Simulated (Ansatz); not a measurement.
C2H4BN (`B1C=NC1`) at its PBE0-D4/def2-TZVP geometry, where that method's forces vanish. The species carries charge 0 and has multiplicity 1.

```xyz
8

B     0.1741   -0.8634   -0.1026
C    -0.5835   -0.2244    1.0409
N    -0.0385    0.8753    0.6065
C     0.1374    0.5195   -0.8409
H     1.0142   -1.7106   -0.0637
H    -0.9657   -0.3330    2.0508
H    -0.7625    0.7843   -1.3878
H     1.0245    0.9523   -1.3031
```

Problem. What forces (eV/Å) does PBE-D4/def2-TZVPP give on these atoms in Ansatz? (Estimate.)

Solution. Computed: 
```
B1  -0.106 -0.244 -0.093
C2  -0.350 -0.607  0.274
N3   0.321  0.777  0.061
C4   0.092  0.009 -0.262
H5   0.147 -0.060  0.024
H6  -0.102 -0.022  0.223
H7  -0.180  0.046 -0.113
H8   0.177  0.100 -0.115
```
